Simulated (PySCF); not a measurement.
CH6AlN. Atoms are numbered in the order given.

```xyz
9

Al     0.1172    -1.2272     0.0000
H     -0.9370    -2.4009     0.0000
H      1.6833    -1.4204     0.0000
N     -0.5050     0.4311     0.0000
C      0.2366     1.6844     0.0000
H     -1.5035     0.5866     0.0000
H      0.0204     2.2928    -0.8847
H      0.0204     2.2928     0.8847
H      1.3081     1.4777     0.0000
```
Charge 0, spin multiplicity 1.

Coordinates come from a B3LYP-D3(BJ)/def2-TZVP optimisation.

Calculation: C-PCM-ωB97X/def2-SVP (PySCF).

The values are the electrostatic part of the solvation free energy, E(continuum) − E(gas) at the gas-phase geometry, in a cavity of scaled van der Waals radii (PySCF's table); cavitation and dispersion terms are not included. A continuum can't describe solvent molecules that bind to the metal. In vacuum the orbital gap is 10.59 eV. The dipole moment in vacuum is 1.32 D.

Computed values in water (ε = 78.36), tetrahydrofuran (ε = 7.43), dichloromethane (ε = 8.93):
| solvent | ε | ΔG(elec) (kcal/mol) | dipole (D) | gap (eV) |
|---|---|---|---|---|
| water | 78.36 | -3.4 | 1.57 | 10.70 |
| tetrahydrofuran | 7.43 | -3.0 | 1.53 | 10.69 |
| dichloromethane | 8.93 | -3.1 | 1.54 | 10.69 |
